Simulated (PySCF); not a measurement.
An unknown is described by computed data only.

Elements present: C, Cl, F, H and O. Monoisotopic mass: 197.9695 u.

| Quantity | Value |
| --- | --- |
| Dipole | 2.21 D [PBE0/pcSseg-1] |
| 13C NMR | chemical shifts (computed TMS as zero) by class: 164.4 (1 C), 152.8 (1 C), 152.4 (1 C), 130.7 (1 C), 130.7 (1 C), 127.4 (1 C) ppm [GIAO PBE0/pcSseg-1] |
| 1H NMR | chemical shifts (computed TMS as zero) by class: 8.02 (1 H), 7.92 (1 H) ppm [GIAO PBE0/pcSseg-1] |
| Rotational structure | rotational constants A, B, C: 2.272, 0.369, 0.336 GHz [GFN2-xTB] |
| NMR, other nuclei | isotropic shieldings of nuclei other than C and H, by class: -213 (1 O), 23 (1 O), 245 (3 F), 518 (1 Cl) ppm [GIAO PBE0/pcSseg-1] |

Gas-phase values; electronic properties from PySCF, density fitting. Levels stand in brackets. Geometry: GFN2-xTB, one conformer, isolated molecule. NMR classes are plain means over equivalent atoms (diastereotopic ones count apart unless rotation or inversion swaps them), as if these changed places fast.

**Question.** Which formula fits the mass and the elements?

**Answer.** C6H2ClF3O2 (calculated 197.9695). No other formula that holds each of these elements comes within 0.0003 u with a fitting electron parity and a possible valence count.

**Question.** Give a SMILES that accounts for the data.

**Answer.** Numbering: `[O:1]=[C:2]([Cl:3])[c:4]1[cH:5][c:6]([C:7]([F:8])([F:9])[F:10])[cH:11][o:12]1`. Its formula, C6H2ClF3O2, gives 4 degrees of unsaturation: 1 ring and 3 π bonds in the structure found (Kekulé form). 6 carbons fall into 6 classes; from least to most shielded: acyl halide carbon [C2] (164.4 ppm), aromatic CH next to a ring oxygen [C11] (152.8 ppm), substituted aromatic carbon [C4] (152.4 ppm), CF3 carbon [C7] (130.7 ppm), substituted aromatic carbon [C6] (130.7 ppm), aromatic CH carbon [C5] (127.4 ppm). Hydrogen classes from least to most shielded: 1 H on an aromatic CH next to a ring oxygen, C11 (8.02 ppm), 1 H on an aromatic CH carbon, C5 (7.92 ppm). The other shieldings belong to: -213 ppm, carbonyl oxygen [O1]; 23 ppm, furan-type oxygen [O12]; 245 ppm, fluorine of a CF3 group [F8/F9/F10]; 518 ppm, chlorine bonded to C [Cl3]. The optimised geometry has point group C1 and is an asymmetric top. Structure: `O=C(Cl)c1cc(C(F)(F)F)co1`. The assignments are read from this structure; whether some other isomer fits the data as well wasn't checked.

Conformer computed: `[O:1]=[C:2]([Cl:3])[c:4]1[cH:5][c:6]([C:7]([F:8])([F:9])[F:10])[cH:11][o:12]1`: O1–C2–C4–C5 0°, C5–C6–C7–F8 -79°.
